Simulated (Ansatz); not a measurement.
Gas-phase electronic energies from Ansatz, PBE0-D4/def2-TZVP geometries. CCSD(T)/CBS adds triple-zeta CCSD(T) − MP2 to the extrapolated MP2 energy (def2 sets, frozen cores). Functionals use def2-TZVPP. B3LYP here is the variant with VWN-RPA as its local correlation; programs differ in this.

`CC1[SiH2]C[SiH2]1` → `CC1([SiH3])C[SiH2]1`  (isomerisation)

`CC1[SiH2]C[SiH2]1`:

```xyz
15

C    -0.853   -1.588    1.051
C    -0.339   -0.201    0.704
Si    1.430    0.102    0.087
C     0.829    1.476   -1.065
Si   -0.896    0.730   -0.853
H    -0.339   -2.008    1.921
H    -1.923   -1.581    1.280
H    -0.704   -2.282    0.220
H    -0.491    0.492    1.543
H     2.450    0.472    1.109
H     1.935   -1.070   -0.682
H     1.250    1.537   -2.067
H     0.902    2.458   -0.590
H    -1.218   -0.219   -1.956
H    -2.033    1.683   -0.702
```

`CC1([SiH3])C[SiH2]1`:

```xyz
15

C    -1.093    0.866   -0.881
C    -0.076    0.069   -0.085
Si    1.217   -0.806   -1.087
C     0.425    0.738    1.223
Si   -0.619   -0.759    1.489
H    -0.612    1.697   -1.410
H    -1.600    0.244   -1.623
H    -1.864    1.298   -0.235
H     0.586   -1.747   -2.052
H     2.119   -1.571   -0.182
H     2.050    0.163   -1.858
H     1.490    0.696    1.433
H    -0.002    1.715    1.432
H     0.003   -2.027    1.924
H    -2.024   -0.576    1.911
```

| level | ΔE (kJ/mol) | difference from CCSD(T)/CBS |
| --- | --- | --- |
| PBE-D4 | 114.1 | -2.6 |
| r2SCAN-D4 | 117.1 | 0.4 |
| PBE0-D4 | 120.6 | 3.9 |
| B3LYP-D4 | 114.1 | -2.6 |
| ωB97X-V | 118.1 | 1.4 |
| ωB97M-V | 119.2 | 2.5 |
| B2PLYP | 115.1 | -1.6 |
| PBE | 114.6 | -2.1 |
| r2SCAN | 117.2 | 0.5 |
| PBE0 | 121.0 | 4.3 |
| B3LYP | 114.7 | -2.0 |
| HF/def2-TZVPP | 122.8 | 6.1 |
| MP2/def2-TZVPP | 114.1 | -2.6 |
| SCS-MP2/def2-TZVPP | 113.3 | -3.4 |
| CCSD/def2-TZVPP | 116.8 | 0.1 |
| CCSD(T)/def2-TZVPP | 114.4 | -2.3 |
| HF/def2-QZVPP | 122.5 | 5.8 |
| MP2/def2-QZVPP | 115.3 | -1.4 |
| SCS-MP2/def2-QZVPP | 114.7 | -2.0 |
| HF/CBS(def2) | 122.4 | 5.7 |
| MP2/CBS(def2) | 116.4 | -0.3 |
| CCSD/CBS(def2) | 119.1 | 2.4 |
| CCSD(T)/CBS | 116.7 | 0 |

Largest T1 diagnostic among the species: 0.011.

From PBE to PBE0 (25 % exact exchange), in def2-TZVPP and without D4, ΔE moves by +6.4 kJ/mol. In def2-TZVPP, CCSD(T) changes the Hartree–Fock value by −8.4 kJ/mol (the triples alone add −2.3 kJ/mol) and MP2 by −8.8 kJ/mol.

CCSD(T)/CBS has its own doubt, a few kJ/mol and more with outer-core shells, so smaller differences from it don't rank the levels.
